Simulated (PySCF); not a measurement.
This script is equivalent to a calculation on I⁺ (iodine, charge +1).

```python
from pyscf import gto, scf, dft, mp, cc
import basis_set_exchange as bse
txt = bse.get_basis("def2-SVP", elements=["I"], fmt="nwchem", header=False)
cut = txt.index("\nECP")
mol = gto.M(atom="I 0 0 0", charge=1, spin=2, symmetry="D2h",
            basis=gto.basis.parse(txt[:cut]),
            ecp={"I": gto.basis.parse_ecp(txt[cut:])})
mf = dft.UKS(mol, xc="TPSS")
mf.irrep_nelec = {'Ag': (4, 4), 'B1g': (1, 1), 'B2g': (1, 1), 'B3g': (1, 1), 'B1u': (2, 1), 'B2u': (2, 2), 'B3u': (2, 1)}
mf.kernel()
```

Question: What total energy does it give?

Answer: -297.171 hartree (calculated).

Question: Which occupied shell lies highest, and where?

Answer: 5p β, at -14.588 eV.

Question: What is ⟨S²⟩, and what would a pure spin state give?

Answer: 2.002, against 2.00.

Energies and moments cover only the electrons outside the core potential.
